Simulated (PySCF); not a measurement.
CH6AlP. Atoms are numbered in the order given.

```xyz
9

Al    -0.2901     0.0193    -0.7719
H     -0.9676    -0.8445    -1.9210
C     -0.0072     1.9448    -1.0005
H      0.6546     2.1407    -1.8634
H      0.4374     2.4315    -0.1179
H     -0.9627     2.4527    -1.2238
P      0.1670    -1.0342     1.2674
H      1.4199    -0.3766     1.4708
H      0.7274    -2.2108     0.6816
```
Charge 0, spin multiplicity 1.

Geometry: B3LYP-D3(BJ)/def2-SVP. Other conformers were not sampled.

Calculation: r2SCAN/def2-TZVPD (PySCF).

```
Quantity                                                                                                        Value
---------------------------------------------------------------------------------------------  ----------------------
total energy                                                                                       -625.45177 hartree
highest occupied level                                                                                       -6.21 eV
lowest empty level                                                                                           -1.71 eV
orbital gap                                                                                                   4.50 eV
dipole moment                                                                                                  1.20 D
quadrupole, principal values (traceless, Buckingham form, about the centre of nuclear charge)  -4.64, -0.97, 5.61 D·Å
mean static polarisability                                                                      74.2 bohr³ (11.00 Å³)
polarisability, principal values                                                               60.9, 69.7, 92.0 bohr³
```
